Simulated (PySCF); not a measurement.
# UHF on F (fluorine, neutral)

Configuration: [He] 2s2 2p5, 2P determinant. Computed with PySCF 2.14 in cc-pVDZ, with the non-relativistic Hamiltonian (point nucleus).

* Total energy: -99.375240 hartree
* One-electron energy: -139.2752 hartree
* Hartree (Coulomb) energy: 49.9543 hartree
* Exchange energy: -10.0543 hartree
* Kinetic energy: 99.38240 hartree
* ⟨S²⟩: 0.7520
* ⟨L²⟩: 2.006
* Sum of ⟨r⟩: 7.724 bohr
* Sum of ⟨r²⟩: 9.940 bohr²
* Traceless quadrupole moment −½Σ⟨3z² − r²⟩ along its main axis: 0.640 e·bohr²
* Density at the nucleus (Gaussians lack the cusp): 430 bohr⁻³
* Spin density at the nucleus: 0.198 bohr⁻³
* Langevin diamagnetic susceptibility: -7.87 ×10⁻⁶ cm³/mol
* Time after the integrals: 0.09 s of wall time on 1 thread of Neoverse-N1 (shared host)

```tsv
shell	electrons	mean orbital energy (eV)	spread (eV)	rms radius, mean of both spins (bohr)
1s α	1	-718.40	0	0.204
1s β	1	-717.09	0	0.204
2s α	1	-45.199	0	1.10
2s β	1	-39.988	0	1.10
2p α	3	-20.490	2.978	1.22
2p β	2	-18.129	0	1.22
```
